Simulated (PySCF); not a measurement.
CH₅Si, SMILES C[SiH2] (connectivity only; charge and spin as stated), charge +1, multiplicity 1.

Geometry optimised at B3LYP-D3(BJ)/def2-TZVP. The multiplicity is an assumed one; other spin states were not compared. The isomer is the one that the SMILES or the coordinates give; other isomers of the formula were not compared.

Level of theory: TDDFT-PBE0/def2-TZVPD in PySCF 2.14.0.

Vertical excitations.  State labels are in the subgroup Cs.

Q: Give excitation energies, oscillator strengths and character. (The exact figures need the calculation; the answer reports its results.)

A: 
```
state  symmetry  energy (eV)  λ (nm)      f                                                main pairs
-----  --------  -----------  ------  -----  --------------------------------------------------------
S1           A'         5.36     231  0.000                                            HOMO→LUMO 99 %
S2           A"         5.60     221  0.000                                          HOMO−1→LUMO 99 %
S3           A"         7.30     170  0.001                                          HOMO−3→LUMO 99 %
S4           A'         7.36     168  0.054                                          HOMO−2→LUMO 97 %
S5           A'         9.66     128  0.163                                          HOMO→LUMO+1 85 %
S6           A"         9.81     126  0.030                    HOMO−1→LUMO+1 75 %, HOMO−1→LUMO+2 23 %
S7           A'        10.15     122  0.114                                          HOMO→LUMO+2 92 %
S8           A"        10.28     121  0.058  HOMO−1→LUMO+2 49 %, HOMO→LUMO+3 33 %, HOMO−1→LUMO+1 17 %
S9           A'        10.59     117  0.004                      HOMO−2→LUMO+1 64 %, HOMO−4→LUMO 32 %
S10          A"        10.90     114  0.119  HOMO→LUMO+3 42 %, HOMO−3→LUMO+1 25 %, HOMO−1→LUMO+2 20 %
T1           A'         4.80     258      0                                            HOMO→LUMO 99 %
T2           A"         4.96     250      0                                          HOMO−1→LUMO 95 %
T3           A'         6.55     189      0                                          HOMO−2→LUMO 99 %
T4           A"         7.04     176      0                                          HOMO−3→LUMO 95 %
```
Triplets are in the Tamm–Dancoff approximation, which puts them higher than full response would, so one can lie above its singlet here.
